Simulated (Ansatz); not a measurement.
Ansatz (an electronic-structure program) input (B3LYP-D3(BJ)/def2-TZVP):

Ansatz 0.2 input:
```yaml
crystal:
  periodic: [false, false, false]
  atoms:
    - {symbol: Bi, position_ang: [0.13275930, -0.75310363, 0.96543666]}
    - {symbol: I, position_ang: [1.99004395, 0.76528527, -0.47641171]}
    - {symbol: I, position_ang: [-2.14009616, 0.04847032, -0.45849875]}
basis:
  gaussian:
    orbitals: def2-TZVP
hamiltonian:
  xc: b3lyp
  dispersion: d3bj
magnetization: {spin_polarized: true, initial_magnetization: 1}
relax: {f_tol: 0.002, max_steps: 150}
```

End of the output:

```
the calculation of the forces begins
reference -22052.39477858 eV, -810.4105604629 hartree; 37, 36 occupied and 113, 114 virtual orbitals, 1227 factors
relax step   4: F+E_penalty+E_count = -22052.67983645 eV  Δ(F+E_penalty+E_count) = -1.682e-5 eV  max|allowed force component| = 2.409e-4 eV/Å  Δτ_max = 0.0030 Å  (38 SCF iters, accepted)
integrals: 0.08 GiB planned
1227 factors; their error is unknown
mean field: 1.03 GiB planned
mean field evaluation 64: about -22052.3946 eV, gradient 5.3e-4 eV
mean field -22052.39456476 eV, -810.4105526050 hartree, gradient 1.2e-5 eV, S^2 0.752630; 1 other end points of the search recorded, 0 dependent functions left out
the calculation of the forces begins
reference -22052.39477858 eV, -810.4105604629 hartree; 37, 36 occupied and 113, 114 virtual orbitals, 1227 factors
Total energy: -22052.68005028 eV, -810.4210440042 hartree
Atom 0 at     0.127472    -0.724297     0.929827 Å, force     0.000009    -0.000132     0.000161 eV/Å
Atom 1 at     2.070283     0.764385    -0.458986 Å, force     0.000232     0.000111    -0.000086 eV/Å
Atom 2 at    -2.215048     0.020564    -0.440314 Å, force    -0.000241     0.000021    -0.000075 eV/Å
Dipole moment:     0.062556    -0.349545     0.431771 e Å
```

It need not be the lowest isomer of its formula.
